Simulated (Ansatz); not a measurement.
Cartesian coordinates in Å:
```
F 2.286 1.607 -0.864
B 1.321 0.731 -0.874
O 0.335 0.355 -1.671
C 0.494 -0.404 -0.324
Si -0.921 -0.177 0.859
Cl -2.547 -1.291 0.287
H 0.841 -1.423 -0.495
H -0.492 -0.645 2.198
H -1.317 1.249 0.883
```

The species carries charge 0 and has multiplicity 1.

Question: List the PBE0/def2-TZVPP orbital energies in eV (the Gaussian-basis code of Ansatz). (Best estimate.)

Answer: Ansatz gave: Occupied: -2767.48, -1803.79, -675.22, -523.92, -279.87, -259.34, -197.61, -197.48, -197.48, -187.13, -146.04, -100.74, -100.67, -100.67, -34.94, -29.87, -23.27, -19.29, -16.34, -15.42, -14.46, -14.00, -13.84, -12.58, -11.79, -11.12, -10.84, -9.82, -9.16, -9.08, -8.61. Lowest empty: -0.49, -0.01, 0.44, 0.88, 1.50, 1.64, 1.97, 2.62.
